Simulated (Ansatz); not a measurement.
Ansatz (a program for electronic structure) input:

Ansatz 0.2 input:
```yaml
crystal:
  periodic: [false, false, false]
  atoms:
    - {symbol: C, position_ang: [-0.30343836, -1.25361067, -0.83341989]}
    - {symbol: C, position_ang: [-0.40991319, -0.11898494, 0.16379751]}
    - {symbol: C, position_ang: [-1.11453651, 1.10071365, -0.39452472]}
    - {symbol: C, position_ang: [-0.99992669, -0.56601883, 1.48941342]}
    - {symbol: O, position_ang: [1.00160916, 0.34129336, 0.56721351]}
    - {symbol: C, position_ang: [1.91963929, 0.77607578, -0.45995405]}
    - {symbol: H, position_ang: [0.30851667, -2.07005793, -0.45382214]}
    - {symbol: H, position_ang: [-1.29874946, -1.65081789, -1.01352737]}
    - {symbol: H, position_ang: [0.08803981, -0.92244951, -1.79188306]}
    - {symbol: H, position_ang: [-0.75510724, 1.36414758, -1.38528233]}
    - {symbol: H, position_ang: [-2.17595611, 0.88666542, -0.47935554]}
    - {symbol: H, position_ang: [-0.99921731, 1.95146341, 0.27229085]}
    - {symbol: H, position_ang: [-2.04289637, -0.83528422, 1.35215500]}
    - {symbol: H, position_ang: [-0.95854871, 0.23649817, 2.22189477]}
    - {symbol: H, position_ang: [-0.48550690, -1.43993889, 1.88461295]}
    - {symbol: H, position_ang: [2.15654748, -0.01812501, -1.16696765]}
    - {symbol: H, position_ang: [1.47278512, 1.62123158, -0.97838047]}
    - {symbol: H, position_ang: [2.82812924, 1.11048790, 0.03946493]}
    - {symbol: H, position_ang: [1.40624154, -0.39993363, 1.06022448]}
basis:
  gaussian:
    orbitals: def2-TZVP
hamiltonian:
  xc: b3lyp
  dispersion: d3bj
total_charge: 1
relax: {f_tol: 0.002, max_steps: 150}
```

Predict the final energy.

-273.44428 Eh (B3LYP-D3(BJ)/def2-TZVP). The basis has 264 functions.

It need not be the lowest isomer of its formula.
